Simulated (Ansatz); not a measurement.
Total energies of C$_{2}$H$_{6}$OSi$_{2}$ (`OC1=C[SiH2][SiH2]1`).

```
atom    x (Å)    y (Å)    z (Å)
  O1  -0.2342   1.1048  -2.0211
  C2  -0.1132   0.4365  -0.8611
  C3  -0.5175  -0.8267  -0.5856
 Si4  -0.0320  -1.0859   1.1924
 Si5   0.6678   1.0834   0.7359
  H6  -0.6702   0.5432  -2.6748
  H7  -1.0107  -1.4718  -1.3134
  H8   0.9852  -2.1452   1.4383
  H9  -1.1551  -1.3061   2.1450
 H10   2.1141   1.4128   0.6175
 H11  -0.0342   2.2550   1.3268
```

Total charge 0; spin multiplicity 1. Geometry: relaxed with PBE0-D4/def2-TZVP. It is one conformer, not always the lowest. Basis def2-TZVPP, the Gaussian-basis code of Ansatz.

RPA on PBE orbitals: Hartree–Fock energy of these orbitals -731.93138 Eh, correlation -1.34049 Eh (frozen core).

```tsv
functional	energy without D4 (Eh)	D4 term (kJ/mol)
PBE	-733.58952	-27.0
r2SCAN	-733.93549	-6.4
PBE0	-733.65409	-22.9
r2SCANh	-733.92364	-6.9
r2SCAN0	-733.90720	-7.7
HSE06 (plane-wave form)	-733.63298	-21.4
CAM-B3LYP	-734.01124	-23.4
LC-ωPBE	-733.78787	–
ωB97M-V	-733.96815	–
PBE-QIDH	-733.45738	–
```

**Question.** Give the same for LDA (SPW92), revPBE, BLYP, B97M-V, B3LYP, BHLYP, ωB97X-V, B2PLYP. (An estimate is asked.)

**Answer.** Ansatz gave: 
```
 functional  energy without D4 (Eh)  D4 term (kJ/mol)
LDA (SPW92)              -730.47853                 –
     revPBE              -733.90741             -77.8
       BLYP              -734.01371             -59.0
     B97M-V              -733.90606                 –
      B3LYP              -734.11652             -43.8
      BHLYP              -733.98296             -35.2
    ωB97X-V              -733.93314                 –
     B2PLYP              -733.70797                 –
```

B3LYP takes the VWN-RPA correlation (the form of Gaussian; ORCA's B3LYP/G). HSE06 is the plane-wave form, built on full-range PBE exchange. The double hybrids freeze the cores in their second-order part.

LC-ωPBE has ω = 0.4 bohr⁻¹.
